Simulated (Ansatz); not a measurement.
Program: Ansatz. Geometries: PBE0-D4/def2-TZVP. ΔE: electronic, gas phase. CBS: MP2 limit from def2 TZ/QZ plus the TZ coupled-cluster correction, frozen cores. DFT in def2-TZVPP. For Ge outer-core shells are correlated without core-valence functions, which leaves a few kJ/mol of doubt a bond. Scalar relativity is left out up to krypton. Each species was taken in one conformer, which may not be the lowest.

Reaction (ligand exchange at a B–C bond): `B[CH](F)[GeH3]` + `N[SiH]1CN1` → `BN[SiH]1CN1` + `F[CH2][GeH3]`

`B[CH](F)[GeH3]`:

Cartesian coordinates in Å:
```
B -1.392 -0.315 0.027
C -0.460 0.783 -0.411
F -0.282 1.028 -1.756
Ge 1.181 -0.251 0.280
H -1.805 -1.126 -0.746
H -1.595 -0.418 1.203
H -0.398 1.723 0.141
H 2.280 0.112 -0.723
H 1.508 0.236 1.696
H 0.962 -1.772 0.288
```

`N[SiH]1CN1`:

```xyz
10

N    -1.029    0.354    1.510
Si   -0.156    0.535    0.069
C     1.132   -0.547   -0.647
N    -0.298   -0.669   -1.112
H    -1.224   -0.543    1.921
H    -1.170    1.120    2.145
H    -0.121    1.980   -0.251
H     1.840   -0.111   -1.354
H     1.523   -1.451   -0.182
H    -0.496   -0.667   -2.099
```

`BN[SiH]1CN1`:

Cartesian coordinates in Å:
```
B 1.423 1.349 -1.499
N 0.531 1.068 -0.456
Si -0.176 -0.470 -0.112
C -0.583 -1.104 1.549
N -1.660 -0.462 0.714
H 1.857 2.457 -1.627
H 1.734 0.466 -2.247
H 0.274 1.824 0.165
H 0.141 -1.396 -1.216
H -0.376 -0.582 2.481
H -0.644 -2.184 1.683
H -2.519 -0.966 0.565
```

`F[CH2][GeH3]`:

Cartesian coordinates in Å:
```
F -1.548 -1.032 -0.633
C -0.762 0.109 -0.670
Ge 0.733 -0.047 0.611
H -1.393 0.969 -0.424
H -0.386 0.235 -1.689
H 1.603 -1.257 0.242
H 1.574 1.239 0.530
H 0.180 -0.215 2.033
```

```tsv
species	ωB97X-V energy (Eh)
`B[CH](F)[GeH3]`	-2243.19471
`N[SiH]1CN1`	-440.69456
`BN[SiH]1CN1`	-466.17383
`F[CH2][GeH3]`	-2217.75939
```

Task: Work out ΔE.

Result: ΔE = (-466.17383) + (-2217.75939) − (-2243.19471) − (-440.69456) = -0.04395 Eh = -27.6 kcal/mol. CCSD(T)/CBS gives -27.4 kcal/mol.

Largest T1 diagnostic among the species: 0.013.

From PBE to PBE0 (25 % exact exchange), in def2-TZVPP and without D4, ΔE moves by −0.9 kcal/mol. In def2-TZVPP, CCSD(T) changes the Hartree–Fock value by +3.6 kcal/mol (the triples alone add +0.5 kcal/mol) and MP2 by +3.9 kcal/mol.
